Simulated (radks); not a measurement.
Effect of the nuclear size on neutral cerium, [Xe] 4f1 5d1 6s2. Calculated with a radial shooting solver on a logarithmic mesh with Libxc functionals: Dirac Kohn-Sham, BLYP, spin-unpolarised, spherical densities, finite nucleus; open shells fill j = l - 1/2 first; Fermi nuclear charge, rms radius 4.8771 fm. The rms radius is varied about that value; shifts are against it.

| rms radius (fm) | total energy shift (eV) | density at nucleus (e/bohr^3) | 1s1/2 shift (meV) | 2s1/2 shift (meV) | 5s1/2 shift (meV) | 5p1/2 shift (meV) | 6s1/2 shift (meV) | 5d3/2 shift (meV) |
|---|---|---|---|---|---|---|---|---|
| 4.009 | -3.41 | 3.99e+05 | -1420 | -173 | -1.25 | 0.223 | -0.078 | 0.139 |
| 4.6528 | -0.933 | 3.869e+05 | -388 | -47.4 | -0.341 | 0.061 | -0.021 | 0.038 |
| 4.8771 | 0 | 3.831e+05 | 0.000 | 0.000 | 0.000 | 0.000 | 0.000 | 0.000 |
| 5.1356 | 1.12 | 3.79e+05 | 465 | 56.8 | 0.409 | -0.073 | 0.025 | -0.045 |
| 5.6087 | 3.28 | 3.721e+05 | 1360 | 167 | 1.20 | -0.214 | 0.075 | -0.133 |

Slopes of the eigenvalues against <r^2> in GHz/fm^2, as finite differences over the two radii next to the reference (eigenvalue slopes, not the field-shift constants of lines): 1s1/2 43600, 2s1/2 5330, 5s1/2 38.4, 5p1/2 -6.86, 6s1/2 2.39, 5d3/2 -4.26.
